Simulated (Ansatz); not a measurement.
Start from `[F][AlH][CH](F)[SiH3]` and change one atom or group to get `FC([SiH3])O[SiH3]`.

Ansatz, PBE0-D4/def2-TZVP geometries, multiplicity 1. Each molecule was computed in one conformer, which needn't be the lowest.

```csv
property,`[F][AlH][CH](F)[SiH3]`
size of the dipole moment (B3LYP/def2-TZVPP) / D,0.52
HOMO–LUMO gap (PBE/def2-TZVPP) / eV,4.59
HOMO energy (PBE0/def2-TZVPP) / eV,-7.99
LUMO energy (B3LYP/def2-TZVPP) / eV,-1.50
HOMO–LUMO gap (PBE0/def2-TZVPP) / eV,6.73
LUMO energy (PBE/def2-TZVPP) / eV,-2.03
```

(1) What does the change do to each property? (Best estimate.)

Answers

(1) Ansatz gave: 
| property | `FC([SiH3])O[SiH3]` | shift |
| --- | --- | --- |
| size of the dipole moment (B3LYP/def2-TZVPP) / D | 1.23 | 0.71 |
| HOMO–LUMO gap (PBE/def2-TZVPP) / eV | 5.96 | 1.37 |
| HOMO energy (PBE0/def2-TZVPP) / eV | -8.26 | -0.27 |
| LUMO energy (B3LYP/def2-TZVPP) / eV | -0.17 | 1.33 |
| HOMO–LUMO gap (PBE0/def2-TZVPP) / eV | 8.30 | 1.57 |
| LUMO energy (PBE/def2-TZVPP) / eV | -0.84 | 1.19 |

With PBE0 the HOMO falls by 0.27 eV and the LUMO rises by 1.30 eV, so the gap widens by about 1.57 eV. PBE moves the HOMO by -0.18 eV and ωB97M-V by -0.39 eV. Dipoles are sizes alone; their direction can turn.

B3LYP here is the variant with VWN-RPA as its local correlation; programs differ in this.
